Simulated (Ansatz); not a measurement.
Basis-set extrapolation for C₃H₈BNSi (`C/N=C\B1C[SiH2]1`) (PBE0-D4/def2-TZVP geometry, frozen core, Ansatz). Multiplicity 1, RHF reference.

```
                      def2-TZVPP   def2-QZVPP
                 HF  -486.306641  -486.324369
    MP2 correlation    -0.920943    -0.980893
CCSD(T) correlation    -1.020242      not run
```

Energies in hartree. Use E(X) = E(∞) + A·exp(−7.88·√X) for Hartree–Fock and E(X) = E(∞) + B·X^(−2.97) for correlation, with X = 3 and 4, and add CCSD(T) minus MP2 of the smaller set to the MP2 limit.

Question: What is the CCSD(T) energy at the basis-set limit?

Answer: HF limit: -486.324369 + (-0.017728) × 0.13774 = -486.32681. MP2 limit: -0.980893 + (-0.059950) × 0.74074 = -1.02530. Higher-order term: -1.020242 − (-0.920943) = -0.09930. Total: -487.45141 hartree, 3.39 eV below CCSD(T)/def2-TZVPP.
